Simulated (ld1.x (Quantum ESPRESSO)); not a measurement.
# LDA (PZ) PAW dataset for tantalum (Ta), scalar-relativistic all-electron reference.

```
Element                 : tantalum
Generator               : ld1.x (Quantum ESPRESSO) 7.5
Type                    : PAW
Functional              : LDA (PZ)
Relativity              : scalar-relativistic
Frozen core             : [Xe]
Valence charge          : 19
Reference configuration : 4f14 5d3 6s1.75 6p0 (charge +0.25)
Partial waves           : 6s (bound): rcut 2.60, rcutus 3.05 bohr; 6s channel at 0.45 Ry: rcut 2.60, rcutus 3.05 bohr; 6p (bound, empty): rcut 3.45, rcutus 3.85 bohr; 6p channel at 4.7 Ry: rcut 3.45, rcutus 3.85 bohr; 5d (bound): rcut 1.70, rcutus 2.00 bohr; 5d channel at 0.8 Ry: rcut 1.70, rcutus 2.00 bohr; 4f (bound): rcut 1.10, rcutus 1.20 bohr; 4f channel at -1.05 Ry: rcut 1.10, rcutus 1.20 bohr
Local potential         : all-electron potential smoothed inside 2.40 bohr (lloc = -2)
Core correction         : Bessel-smoothed model core, default radius (core density twice the valence density)
Augmentation charge     : BESSEL, radius 1.20 bohr
```

All-electron outer shells of the reference configuration (LDA (PZ), scalar-relativistic, ld1.x):

```
shell  level (eV)  outermost node (bohr)  outermost maximum (bohr)
   5s      -74.89                   0.54                      0.98
   5p      -41.26                   0.58                      1.13
   4f      -26.63                      –                      0.44
   6s       -7.12                   1.32                      2.71
   5d       -5.43                   0.65                      1.58
   6p       -2.72                   1.59                      3.75
```

What the tests gave:

```json
{"Cutoffs needed": "140 Ry and 230 Ry (the cutoffs (Ry, on a coarse ladder) from which the occupation-weighted sum of valence levels, in a spherical-Bessel basis at the reference potential, stays within 10 and 1 mRy of its value at 400 Ry)", "Ghost test": "no extra level below or beside the all-electron valence levels (s, p, d, f tested) (spherical-Bessel basis up to 400 Ry, 20 bohr box)", "Largest excitation error": "-1139 meV (all-electron minus pseudo) for 4f13 5d4 6s2 6p0, out of 7 test configurations", "Lowest eigenvalue of the overlap operator": "0.13 (p channel)"}
```

Generation and tests took about 3.2 s on one core of a shared server CPU.
